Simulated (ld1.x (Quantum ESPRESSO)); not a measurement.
**Before and after: RRKJ potential for Mn (Z = 25)**

ld1.x (Quantum ESPRESSO) 7.5 input, shortened:

```
&input
   title='Mn', zed=25., rel=1, dft='PBE', iswitch=3,
   config='[Ar] 3d5 4s1.5 4p0'
 /
 &inputp
   pseudotype=2, tm=.false., rho0=0.005, lloc=2,
   nlcc=.true., new_core_ps=.true., rcore=1.35
 /
3
4S  1  0   1.50   0.00  2.35  2.35  0.0
4P  2  1   0.00   0.00  2.15  2.15  0.0
3D  3  2   5.00   0.00  1.90  1.90  0.0
 &test
   configts(1)='3d5 4s1.5 4p0'
 /
```

Change: all radii but the core radius scaled by about 1.39 (s 3.26, p 2.98, d 2.64 bohr).

Cutoffs: the cutoffs (Ry, on a coarse ladder) from which the occupation-weighted sum of valence levels, in a spherical-Bessel basis at the reference potential, stays within 10 and 1 mRy of its value at 400 Ry; they do not see the model core or the augmentation charge, which bear on the density cutoff. Errors are all-electron minus pseudo energies relative to the spin-unpolarised reference configuration.

Question: What does the change do?

Answer: The potential gets softer (70 Ry and 110 Ry → 40 Ry and 70 Ry); the bound ghosts move from p, s to s; of the 7 tests that both files solve, the error grows in 5 and shrinks in 2 by more than 15 % and 0.3 meV (median size 22.5 → 41.1 meV). A larger radius leaves more room for a smooth pseudo-wave, so fewer plane waves are needed.

| quantity | base | changed |
| --- | --- | --- |
| cutoff, loose | 70 Ry | 40 Ry |
| cutoff, tight | 110 Ry | 70 Ry |
| loose cutoff by channel (10 mRy a level) | s 18 Ry, d 60 Ry | s 6 Ry, d 40 Ry |
| bound ghosts | s, p | s |
| error for 3d5 4s2 4p0, meV [ΔE -3.36 eV] | -0.4 | -2.2 |
| error for 3d5 4s1 4p0, meV [ΔE 5.06 eV] | -1.8 | -5.5 |
| error for 3d5 4s0 4p0, meV [ΔE 20.65 eV] | -23 | -86 |
| error for 3d3 4s0 4p0, meV [ΔE 103.94 eV] | -1114 | +267 |
| error for 3d5 4s0 4p1, meV [ΔE 9.80 eV] | -6.4 | -41 |
| error for 3d5.5 4s1.5 4p0, meV [ΔE -3.84 eV] | -32 | -15 |
| error for 3d4 4s0 4p0, meV [ΔE 53.17 eV] | -264 | -357 |

 A true bound ghost makes a file unfit for plane-wave use even where its test errors are small: the radial tests pick states by their node count and pass the ghost by.
